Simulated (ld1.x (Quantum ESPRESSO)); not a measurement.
**What one change does to a pseudopotential (Se, TM)**

* Element: Se
* Generator: ld1.x (Quantum ESPRESSO) 7.5
* Type: norm-conserving Troullier–Martins (Kleinman–Bylander form)
* Functional: PBE
* Relativity: fully relativistic
* Frozen core: [Ar] 3d10
* Valence charge: 6
* Reference configuration: 4s2 4p3.5 (charge +0.5)
* Partial waves: 4p (bound): rc 1.20 bohr; 4s (bound): rc 1.40 bohr
* Local potential: the s channel
* Core correction: none

Open shells are filled in proportion to 2j + 1 (rel_dist='average').

All-electron outer shells of the reference configuration (PBE, scalar-relativistic, ld1.x):

```tsv
shell	level (eV)	outermost node (bohr)	outermost maximum (bohr)
4s	-21.90	0.70	1.51
4p	-10.79	0.74	1.77
```

Change: all radii scaled by about 0.93 (s 1.30, p 1.12 bohr).

Cutoffs: the cutoffs (Ry, on a coarse ladder) from which the occupation-weighted sum of valence levels, in a spherical-Bessel basis at the reference potential, stays within 10 and 1 mRy of its value at 400 Ry; they do not see the model core or the augmentation charge, which bear on the density cutoff. Errors are all-electron minus pseudo energies relative to the spin-unpolarised reference configuration.

Task: How do hardness, ghosts and transferability respond?

Result: The potential gets harder (100 Ry and 230 Ry → 200 Ry and 300 Ry); both files keep a bound ghost (p); of the 7 tests that both files solve, the error grows in 5 and shrinks in 1 by more than 15 % and 0.3 meV (median size 11.8 → 19.7 meV). A smaller radius makes the pseudo-wave follow the all-electron one further in, where it bends more sharply, so more plane waves are needed.

```tsv
quantity	base	changed
cutoff, loose	100 Ry	200 Ry
cutoff, tight	230 Ry	300 Ry
loose cutoff by channel (10 mRy a level)	p 90 Ry, s 21 Ry	p 200 Ry, s 35 Ry
bound ghosts	p3/2, p1/2	p3/2, p1/2
error for 4s2 4p4, meV [ΔE -4.31 eV]	-1.1	-3.5
error for 4s2 4p3, meV [ΔE 6.54 eV]	-1.0	-2.6
error for 4s2 4p2, meV [ΔE 26.89 eV]	-12	-20
error for 4s1 4p5, meV [ΔE 6.56 eV]	+25	+20
error for 4s2 4p1, meV [ΔE 57.76 eV]	-25	-27
error for 4s2 4p0, meV [ΔE 99.96 eV]	+25	+62
error for 4s2 4p4.3, meV [ΔE -5.91 eV]	-2.4	-8.8
```

 A true bound ghost makes a file unfit for plane-wave use even where its test errors are small: the radial tests pick states by their node count and pass the ghost by.
